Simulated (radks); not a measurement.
Q: As2+, configuration [Ar] 3d9.5 4s2 4p1.5 (fractional occupations, a model configuration). Calculated with a radial shooting solver on a logarithmic mesh with Libxc functionals: Dirac Kohn-Sham, LDA (Slater exchange, Perdew-Wang correlation), spin-unpolarised, spherical densities, point nucleus; open shells fill j = l - 1/2 first. Some entries of the table are withheld. Estimate them.

orbital,occ.,eigenvalue (eV),<r> (bohr),<1/r> (bohr^-1)
1s1/2,2,-11723.51,0.04556,33.42
2s1/2,2,-1512.550,0.2028,7.404
2p1/2,2,-1355.795,0.1748,7.375
2p3/2,4,-1319.311,0.1785,7.160
3s1/2,2,(1),0.5970,2.402
3p1/2,2,-164.0946,0.6071,2.283
3p3/2,4,-158.9989,0.6176,2.232
3d3/2,4,-68.3080,(2),1.947
3d5/2,5.5,-67.5525,(3),1.934
4s1/2,2,-35.3073,1.764,0.7509
4p1/2,1.5,-24.3819,2.055,0.6364
4p3/2,0,-23.9345,2.085,0.6260

A: 
(1) 3s1/2 eigenvalue (eV): -216.8385
(2) 3d3/2 <r> (bohr): 0.6599
(3) 3d5/2 <r> (bohr): 0.6642
